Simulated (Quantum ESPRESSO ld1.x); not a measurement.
Values are calculated unless marked as measured or tabulated.
These are the eigenvalues of the occupied orbitals of an atom or ion with whole-number occupations (eV). Level of theory: Dirac Kohn-Sham, revPBE, spin-unpolarised, spherical densities, point nucleus (ld1.x of Quantum ESPRESSO 7.5).

| orbital | eigenvalue |
|---|---|
| 1s1/2 | -20875.6 |
| 2s1/2 | -2991.51 |
| 2p1/2 | -2759.43 |
| 2p3/2 | -2641.18 |
| 3s1/2 | -534.511 |
| 3p1/2 | -445.360 |
| 3p3/2 | -425.586 |
| 3d3/2 | -268.039 |
| 3d5/2 | -264.238 |
| 4s1/2 | -89.4958 |
| 4p1/2 | -63.5083 |
| 4p3/2 | -60.5735 |
| 4d3/2 | -22.6024 |
| 4d5/2 | -22.2943 |

Which element is it, and in what charge state? The configuration may be excited. Open shells, if any, are shared by 2j + 1.

Answer. Z = 43, technetium, charge +2: Tc2+ in [Kr] 4d5. The list shows which subshells hold electrons but not how many an open one holds; the 1s level, -767.16 hartree, gives Z - s = 39.2 by -(Z - s)^2/2, which with screening and relativity narrows Z to a few neighbours, and the depths of the outer levels then fix element, charge and occupations together.
